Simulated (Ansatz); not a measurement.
`C=[C]([AlH2])C(C)=N` + `[AlH2][SH]` → `[AlH2][S][AlH2]` + `C=CC(C)=N`  (ligand exchange at the Al–C bond)

Gas-phase electronic energies from Ansatz, PBE0-D4/def2-TZVP geometries. CCSD(T)/CBS adds triple-zeta CCSD(T) − MP2 to the extrapolated MP2 energy (def2 sets, frozen cores). This one scheme is used for every species. DFT in def2-TZVPP. One conformer a species, not always the lowest.

(1) Is it downhill or uphill in electronic energy at CCSD(T)/CBS, and by how much? (An estimate is asked.)

(2) What do these levels give: PBE0-D4, ωB97M-V, B2PLYP, PBE, CCSD(T)/def2-TZVPP, MP2/def2-QZVPP? (An estimate is asked.)

Largest T1 diagnostic among the species: 0.012.

Answers

(1) The calculation gave: Downhill: ΔE = -119.7 kJ/mol.

(2) The calculation gave: PBE0-D4 -119.0, ωB97M-V -115.6, B2PLYP -118.8, PBE -118.3, CCSD(T)/def2-TZVPP -116.8, MP2/def2-QZVPP -120.1 kJ/mol.

In def2-TZVPP, CCSD(T) changes the Hartree–Fock value by +8.5 kJ/mol (the triples alone add +1.0 kJ/mol) and MP2 by +6.7 kJ/mol. From PBE to PBE0 (25 % exact exchange), in def2-TZVPP and without D4, ΔE moves by −3.1 kJ/mol.
